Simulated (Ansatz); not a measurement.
Spectroscopic constants of WC, multiplicity 3 (the spin of the measured ground state). No spin–orbit coupling. The T1 diagnostic near the minimum is 0.086, so single-reference values are doubtful.

Constants: fifth-degree fit in 1/R to seven points, most abundant isotopes. In def2 and cc sets the state is the lowest found near the PBE0 minimum, followed along R.

Programs: Ansatz (Gaussian orbitals).  In def2 rows elements past Kr take small-core potentials, without spin–orbit coupling.

D_e counts from each atom's lowest state at the same level, without counterpoise or zero-point energy.

```
level             r_e (Å)  ω_e (cm⁻¹)  ω_e x_e (cm⁻¹)  D_e (eV)  dipole (D)
----------------  -------  ----------  --------------  --------  ----------
SVWN5/def2-TZVPP    1.695         ___             7.9      6.65        3.98
PBE/def2-TZVPP      1.715         997             5.5      5.57        4.03
B3LYP/def2-TZVPP      ___         ___             6.1      5.17        4.22
```

**Question.** Some entries are withheld; supply them.

**Answer.** 
- B3LYP/def2-TZVPP, r_e (Å): 1.703
- B3LYP/def2-TZVPP, ω_e (cm⁻¹): 1009
- SVWN5/def2-TZVPP, ω_e (cm⁻¹): 1064

Measured for the ground state: D_0 5.289 ± 0.008 eV [Morse and co-workers]. dipole 3.9 D [compilation of Liu, Meijer and Pérez-Ríos].

Ansatz is a first-principles code.
